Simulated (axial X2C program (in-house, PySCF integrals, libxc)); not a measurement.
**Working with the constants of LiCu⁻**

A bond curve at the PBE0 level, 2c, was computed with an in-house relativistic program for diatomic molecules (basis Cu dyall-acv3z [10s10p7d4f2g], Li dyall-av3z [9s9p3d] (cores contracted in-house)) for the state Ω = 1/2 (⟨Sz⟩ = 0.50, ⟨Lz⟩ = 0.00 at PBE0). Its fit gives Re = 2.4592 Å, ωe = 282.1 cm⁻¹, ωexe = 2.63 cm⁻¹ and αe = 6.523e-03 cm⁻¹; the masses are 62.9296 and 7.0160 u. Two-component means X2C with spin–orbit coupling and atomic mean-field Coulomb and Gaunt terms.

**Question.** Find the reduced mass, Be and the force constant.

**Answer.** From the PBE0 values: μ = 6.3122 u. Be = 16.8576/(μ Re²) = 0.4416 cm⁻¹. k = 5.8918×10⁻⁷ μ ωe² = 0.296 mdyn/Å.

**Question.** Where do the fundamental and the first overtone lie?

**Answer.** ν(1←0) = ωe − 2ωexe = 276.8 cm⁻¹; ν(2←0) = 2ωe − 6ωexe = 548.4 cm⁻¹.

**Question.** A Morse curve ties αe to the other constants (Pekeris). How well does that hold?

**Answer.** αe(Morse) = 6Be²/ωe × (√(ωexe/Be) − 1) = 5.974e-03 cm⁻¹; the PBE0 curve gives 6.523e-03 cm⁻¹, a ratio of 0.92.

**Question.** Estimate De from a Morse curve and compare with the computed well depth of 1.188 eV to Cu- + Li.

**Answer.** De(Morse) = ωe²/(4ωexe) = 0.938 eV against 1.188 eV computed, a ratio of 0.79. The extrapolation falls short: long-range attraction (ionic or ion–induced dipole) or a change of character along the curve can cause this.

**Question.** Estimate the centrifugal constant by the Kratzer relation.

**Answer.** D = 4Be³/ωe² = 4.33e-06 cm⁻¹.

Occupations by symmetry block were frozen at the best pattern of an incomplete PBE0 search. Dissociation energies refer to the lowest single-determinant-based atoms at the same level and basis. Density functionals use the spin component along the axis (collinear). The highest occupied level of some functionals is positive through self-interaction error; at Hartree–Fock it is bound.
